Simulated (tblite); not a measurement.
C₃H₁₃BO₂Si₃.
Cartesian coordinates in Å at the GFN2-xTB level; atoms count from 1:
```xyz
22
C3H13BO2Si3 angstrom
C      3.756    0.157    0.784
C      2.792   -0.687    0.462
C      2.204   -0.819   -0.911
O      0.787   -0.699   -0.900
B      0.109    0.427   -0.561
O      0.695    1.579   -0.161
Si    -1.854    0.328   -0.643
Si    -2.647   -1.837   -0.323
Si    -2.892    1.874    0.755
H      4.208    0.812    0.056
H      4.148    0.216    1.784
H      2.349   -1.336    1.205
H      2.640   -0.076   -1.592
H      2.412   -1.820   -1.307
H      1.653    1.595   -0.104
H     -2.308    0.694   -2.013
H     -3.885   -2.117   -1.054
H     -1.723   -2.911   -0.706
H     -2.964   -2.097    1.088
H     -4.077    2.496    0.156
H     -3.369    1.251    1.996
H     -2.045    2.990    1.186
```

All values are computed: GFN2-xTB (tblite) harmonic vibrations without scaling, gas phase. Against measured fundamentals such values can be off by several per cent, at times by over 20. Modes of hydrogen on silicon can be 10 to 20 % off. One conformer, not necessarily the lowest. The optimisation stopped once no atom felt more than 0.01 eV/Å.

Lowest wavenumbers of the output (negative numbers stand for imaginary wavenumbers):
```
mode    cm-1
  1     -25.4
  2     -12.0
  3     -11.8
  4      30.9
  5      44.6
  6      69.3
  7      80.3
  8      94.4
  9     137.9
 10     178.2
 11     229.2
 12     288.0
 13     351.3
 14     398.5
 15     400.6
```

Question: Is this structure a minimum?

Answer: Not by this Hessian. 1 mode is imaginary beyond 20i (25i cm⁻¹), and 2 more slightly so (12.0i and 11.8i). The curvature is small, so loose convergence or finite differences may be the whole cause.

Question: Which atoms move in the imaginary modes?

Answer: 25i: H20 (Si–H hydrogen) 28 %, H22 (Si–H hydrogen) 27 %, H21 (Si–H hydrogen) 27 %; 12i: H19 (Si–H hydrogen) 27 %, H17 (Si–H hydrogen) 26 %, H18 (Si–H hydrogen) 20 %; 12i: O6 (boron-bound oxygen) 26 %, Si9 (SiH3 silicon) 12 %. These are shares of the mass-weighted motion.

Question: What is the remedy?

Answer: Step along such a mode in both directions, optimise again with tighter thresholds and repeat the frequencies. The zero-point energy of this point (92.4 kcal/mol) counts the 57 real modes alone, and thermal corrections from it aren't those of a minimum.

Time: 2.6 s of wall time. Hardware: Intel Xeon Platinum 8259CL at 2.50 GHz, one thread, shared host. The figure is for the frequency step alone.
